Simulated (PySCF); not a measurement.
GeH3Br, SMILES [GeH3][Br]. The structure is a stationary point at B3LYP-D3(BJ)/def2-TZVP.

Level of theory: B3LYP-D3(BJ)/def2-TZVP (PySCF).

Harmonic wavenumbers (cm⁻¹): 296, 569, 569, 832, 871, 871, 2154, 2169, 2169. Rotational constants (GHz): 77.89, 2.314, 2.314; symmetry number 3.

Problem. Work out the zero-point energy and the ideal-gas rigid-rotor harmonic-oscillator thermochemistry at 298.15 K and 1 atm.

Solution. ZPE = ½ Σ hcν = ½ × 10498 cm⁻¹ = 62.79 kJ/mol. H − E(el) = 75.26 kJ/mol. Entropy in J/(mol K): translation 171.69, rotation 91.95, vibration 12.35, total 275.98. G − E(el) = -7.02 kJ/mol. Cp = 56.61 J/(mol K).
